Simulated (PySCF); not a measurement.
# Computed records: AlClFH

Calculation on a computer-drawn molecule: vertical ionisation energy to the stated ion spin, frozen-core CCSD(T) at the basis limit and cheaper methods, single-reference cases, UHF for radicals, no spin-orbit; all values are single points at the evaluated structure, the first of each entry, which is the reference or a displaced copy of it and isn't optimised; the reference structure only sets the zero of the energies above reference; triples share is (T) over the correlation energy. Program: PySCF 2.14.0.

```xyz
4
formula=AlClFH charge=0 multiplicity=1 ion_multiplicity=2 diffuse_functions=no basis=cc-pV(n+d)Z reference_is=the_Hartree-Fock_double-zeta_minimum best_is=HF_at_quadruple_zeta_+_MP2_correlation_extrapolated_from_triple_and_quadruple_zeta_+_CCSD(T)_minus_MP2_at_triple_zeta basis_step_is=the_size_of_the_change_from_the_same_recipe_one_zeta_lower
F     -0.8010    -0.7273     2.2253
Al    -0.3968    -1.4393     0.7194
Cl    -1.9769    -1.7813    -0.6910
H      1.6752    -1.5723     0.2507
```

Reference structure:
```xyz
4
AlClFH
F     -0.8204    -0.8120     2.1693
Al    -0.4066    -1.3671     0.6778
Cl    -1.9573    -1.7998    -0.6592
H      1.0887    -1.5530     0.3048
```

Drawn bonds:
```csv
atom,other atom,order
1,2,1
2,3,1
2,4,1
```

Q: Give the missing ionisation energy Koopmans at triple zeta for AlClFH.
A: 11.42 eV

Q: Give the table of triple zeta values for AlClFH.
A: 
Triple zeta:
```csv
method,ionisation energy (eV),energy above reference (kcal/mol)
HF,10.2,36.4
PBE,10.76,27.34
r2SCAN,10.83,31.05
B3LYP,11.03,31.11
wB97X,11.18,32.98
MP2,10.86,33.19
CCSD,11.13,31.78
CCSD(T),11.11,31.02
```

Further results for AlClFH:

- ionisation energy best: 11.24 eV
- ionisation energy basis step: 0.0573 eV
- energy above reference best: 31.42 kcal/mol
- energy above reference basis step: 0.5004 kcal/mol
- ionisation energy EOM CCSD at triple zeta: 11.28 eV
- total energy HF triple zeta: -801.6035 hartree
- total energy CCSD(T) triple zeta: -802.1693 hartree
- total energy best: -802.2713 hartree
- T1 diagnostic at triple zeta: 0.01324
- D1 diagnostic at triple zeta: 0.03435
- ion T1 diagnostic at triple zeta: 0.02021
- ion D1 diagnostic at triple zeta: 0.08524
- ion spin squared at triple zeta: 0.7557
- triples share at triple zeta: 0.03352
- basis functions triple zeta: 122
- dipole magnitude HF at triple zeta: 1.111 debye
- dipole magnitude CCSD unrelaxed at triple zeta: 1.038 debye
- dipole magnitude PBE at triple zeta: 0.9441 debye
- dipole magnitude r2SCAN at triple zeta: 0.941 debye
- dipole magnitude B3LYP at triple zeta: 1.016 debye
- dipole magnitude wB97X at triple zeta: 0.9829 debye
